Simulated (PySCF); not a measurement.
Species: C3H7F2Si2 (doublet state).
Z-matrix (Å and degrees, GFN2-xTB geometry), rows numbered from 1:
```
C 
C   1  1.2957
Si  2  1.8214  1  152.56
Si  3  2.3418  2  122.50  1    -2.72
C   3  1.9447  2  102.80  1  -119.52
F   5  1.3669  3  109.66  2  -169.30
F   5  1.3665  3  110.90  2    74.57
H   1  1.0841  2  121.73  3  -179.39
H   1  1.0881  2  124.57  3     0.94
H   3  1.4713  2  106.80  1   132.34
H   4  1.4674  3  108.02  2    63.45
H   4  1.4640  3  111.02  2   -55.22
H   4  1.4654  3  112.32  2  -177.20
H   5  1.0967  3  116.39  2   -47.81
```

The hyperfine couplings belong to this conformer and change with its torsions.

Identity: `C=[C][Si@H]([SiH3])C(F)F` [radical].

Computed with UKS B3LYP, pcH-1 on C F H Si, non-relativistic, mean-field spin-orbit, GIAO in PySCF. Geometry: GFN2-xTB, one conformer, isolated molecule. A GFN2-xTB geometry isn't a minimum of the functional, and hyperfine couplings can be far from their values at a DFT geometry. No stability test was run, so a lower SCF solution isn't excluded.

(1) Match the computed a_iso(13C) values +176.2, -39.4, +11.3 MHz with the sites C1; C2; C5.

(2) Match the computed a_iso(29Si) values -70.7, +2.8 MHz with the sites Si3; Si4.

(3) The isotropic 1H couplings, averaged over equivalent nuclei, are +182.2, +147.5, +16.1, +5.5, -0.6 MHz. Assign them to H8; H9; H10; H11/H12/H13; H14.

## Answers

(1) 
```csv
site,a_iso (MHz),ρ(0) (bohr⁻³),position,distance from C2 (Å),spin population,largest |T| (MHz)
C1,-39.4,-0.0351,1 bond from C2,1.30,-0.17,16.0
C2,+176.2,+0.1569,largest spin population,0.00,+0.95,133.6
C5,+11.3,+0.0101,2 bonds from C2,2.94,0.00,1.9
```

(2) 
| site | a_iso (MHz) | ρ(0) (bohr⁻³) | position | distance from C2 (Å) | spin population | largest \|T\| (MHz) |
| --- | --- | --- | --- | --- | --- | --- |
| Si3 | +2.8 | -0.0032 | 1 bond from C2 | 1.82 | -0.02 | 8.9 |
| Si4 | -70.7 | +0.0797 | 2 bonds from C2 | 3.66 | +0.07 | 17.7 |

(3) 
```
       site  a_iso (MHz)  ρ(0) (bohr⁻³)                                         position  distance from C2 (Å)  bound to  spin population there  largest |T| (MHz)
         H8       +147.5        +0.0330  2 bonds from C2, on C1 of spin population -0.17                  2.08        C1                  -0.17                9.9
         H9       +182.2        +0.0408  2 bonds from C2, on C1 of spin population -0.17                  2.11        C1                  -0.17                6.5
        H10        +16.1        +0.0036                                  2 bonds from C2                  2.65       Si3                  -0.02                6.2
H11/H12/H13         +5.5        +0.0012                                  3 bonds from C2                  4.33       Si4                  +0.07                2.2
        H14         -0.6        -0.0001                                  3 bonds from C2                  3.13        C5                   0.00                4.7
```

ρ(0) is the spin density at the nucleus and T the dipolar tensor; a_iso includes a spin–orbit part; entries for several nuclei are means. The Mulliken spin populations are largest on C2 (+0.95), C1 (-0.17), H9 (+0.08) and Si4 (+0.07). No atom but C2 exceeds +0.15. The positive populations add up to 1.19 and the negative ones to -0.19, together 2S = 1.

Nuclei that the bonding pattern makes equivalent are averaged, as if the motion that swaps them (rotation, inversion, ring flip) were fast. The three 1H nuclei of mean +5.5 MHz run from -2.3 to 20.4 MHz in the frozen geometry.
